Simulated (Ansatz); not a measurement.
Cl2H3N2Ta (`[NH]=[Ta]([NH2])([Cl])[Cl]`). The species carries charge 0 and has multiplicity 1. Ta takes the def2 core potential.

```xyz
8

N     1.1030    0.6151    1.1393
Ta    0.4813   -0.2935   -0.2251
N    -1.4183    0.1669   -0.2337
Cl    1.4823    0.4020   -2.1935
Cl    0.7522   -2.5673    0.1164
H     1.5556    1.0952    1.8997
H    -1.8863    0.7839    0.4113
H    -2.0698   -0.2023   -0.9144
```

(1) What are the harmonic wavenumbers in cm⁻¹ at PBE0-D4/def2-TZVP (Ansatz, finite differences of forces, unscaled)? (Estimate.)

(2) Is this a minimum?

(3) Give the ideal-gas thermochemistry at 298.15 K and 1 bar (rigid rotor, harmonic oscillator; point group Cs, symmetry number 1).

(4) And at 400, 500, 600, 800 and 1000 K?

Results:

(1) The calculation gave: 103, 135, 152, 186, 242, 382, 385, 437, 521, 546, 579, 629, 708, 1012, 1550, 3564, 3676, 3678.

(2) Yes, all 18 modes are real.

(3) Zero-point energy 110.6 kJ/mol; H(298) − E = 133.4 kJ/mol; entropy 376.1 J/(mol·K), of which translation 179.3, rotation 120.3, vibration 76.6; G(298) − E = 21.2 kJ/mol.

(4) 
```csv
T (K),H − E (kJ/mol),S (J/mol/K),G − E (kJ/mol)
400,145.8,411.7,-18.9
500,158.9,441.1,-61.6
600,172.7,466.3,-107.0
800,201.7,507.9,-204.6
1000,232.0,541.7,-309.7
```
